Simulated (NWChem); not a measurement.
diethyl sulfide (C4H10S); SMILES C(SCC)C

```xyz
15

C     -0.2997     2.5499    -0.0904
C     -0.5980     1.1072     0.2759
S      0.8498     0.0696    -0.0852
C      0.2748    -1.5458     0.5096
C     -0.7682    -2.2195    -0.3643
H      0.5572     2.9364     0.4822
H     -1.1694     3.1903     0.1224
H     -0.0614     2.6468    -1.1607
H     -0.8369     1.0197     1.3493
H     -1.4689     0.7412    -0.2913
H     -0.0822    -1.4311     1.5470
H      1.1902    -2.1564     0.5609
H     -0.3969    -2.3427    -1.3925
H     -1.6999    -1.6352    -0.4117
H     -1.0244    -3.2153     0.0329
```
Atoms are numbered in this order, from 1.

All runs: NWChem. Pople sets run with spherical d functions. The geometry was optimised at PBE0/def2-SVP. GIAO values for the isolated, static molecule; σ is the absolute isotropic shielding, δ = σ(reference) − σ with the isolated reference molecule computed at the same levels (13C: tetramethylsilane, 1H: tetramethylsilane).

```tsv
level	δ C1 (ppm)	σ S3 (ppm)	δ C4 (ppm)	δ C5 (ppm)	δ H6 (rotor mean) (ppm)	δ H10 (ppm)	δ H12 (ppm)	relative time
PBE/pcSseg-1	14.5	465.5	35.3	16.8	1.23	2.87	2.36	3
Hartree-Fock/6-31G*	13.7	610.7	24.3	16.1	1.24	2.41	2.01	1
B3LYP/6-31G*	13.8	521.1	30.6	16.1	1.22	2.79	2.24	2
BHandHLYP/pcSseg-1	14.5	504.7	31.5	17.0	1.22	2.53	2.13	4
```

The last column is a rough cost ratio, cheapest run = 1.
